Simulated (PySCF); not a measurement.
Si(Cl)2(OH)(SH) (Cl2H2OSSi), SMILES O[Si](S)(Cl)Cl.

The structure is a stationary point at PBE0-D3(BJ)/def2-SVP. This is a generated structure with no PubChem entry under its InChIKey; it may be hypothetical. Other conformers were not sampled.

Two levels are set side by side: PBE/def2-TZVP (PySCF) and B3LYP/def2-TZVP (PySCF). Same geometry, gas phase. Differences are taken from unrounded values.

| quantity | B3LYP |
|---|---|
| orbital gap (eV) | 7.43 |
| highest occupied level (eV) | -7.80 |
| lowest empty level (eV) | -0.37 |
| dipole moment (D) | 1.65 |
| mean polarisability (bohr³) | 67.4 |

Question: What does PBE give, and how far is it from B3LYP? (The exact figures need the calculation; the answer reports its results.)

Answer: 
| quantity | PBE | PBE minus B3LYP |
|---|---|---|
| orbital gap (eV) | 5.70 | -1.73 |
| highest occupied level (eV) | -6.79 | 1.00 |
| lowest empty level (eV) | -1.09 | -0.73 |
| dipole moment (D) | 1.65 | 0.00 |
| mean polarisability (bohr³) | 69.5 | 2.1 |

PBE's occupied levels lie high since its potential decays too fast outside the molecule; exact exchange lowers them and widens the gap. PBE's more diffuse valence density responds more strongly to a field. Differences between two approximate levels are no errors against the true value.

Rough cost on one machine, each run with all the roots and properties that it gave: B3LYP against PBE within a factor of 2.
